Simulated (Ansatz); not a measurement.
Energy needed to pull apart AsNH₃ (SMILES [NH][AsH2]), doublet, into free ground-state atoms, from the structure below (displaced at random from a GFN2-xTB minimum); no zero-point or spin–orbit terms; open-shell atoms are treated unrestricted, in their ground-state multiplicity.

```
5
angstrom
N 0.2789 -0.8707 0.6612
As -0.0437 0.0907 -0.7315
H 1.1938 -0.8271 1.0441
H -1.5313 0.1026 -0.6381
H 0.1464 1.5369 -0.3795
```

Computed with Ansatz 0.2.0 (basis: def2-TZVPP); correlated methods freeze the cores; orbitals are unrestricted. Filled d shells of the heavier atoms are correlated. The def2 sets are not built for correlating such inner shells, so the correlated values are less sure here.

| method | atomization energy (eV) |
| --- | --- |
| PBE-D4 | 12.76 |
| r2SCAN-D4 | 12.37 |
| PBE0-D4 | ? |
| HSE06-D4 | 12.26 |
| LC-wPBE | 12.05 |
| wB97M-V | 12.32 |
| HF | 7.03 |
| MP2 | ? |
| CCSD | 11.48 |
| CCSD(T) | 11.73 |

Problem. What does PBE0-D4 give? (Judge from chemistry; the value comes from the calculation.)

Solution. Computed: 12.26 eV, which is about 0.53 eV more than CCSD(T)/def2-TZVPP.

Problem. What does MP2 give? (An estimate is asked for; the value comes from the calculation.)

Solution. Computed: 11.37 eV, which is about 0.37 eV less than CCSD(T)/def2-TZVPP.

In triple zeta the MP2 and coupled-cluster atomization energies are still short of their basis limit by a few kcal/mol a bond, whereas those of the functionals are nearly converged, so these differences are not deviations from converged CCSD(T).

No T1 diagnostic of these runs exceeds 0.027. ⟨S²⟩ of the unrestricted Hartree–Fock references: 0.77 (a pure state has 0.75).

For scale, one of the runs: CCSD(T)/def2-TZVPP forces, 121 basis functions (an equivalent command: `ansatz run in.yaml --threads 4`). Time: 2.1 min of wall clock on 4 CPU threads; the host was shared. Peak host memory: 2 GiB.
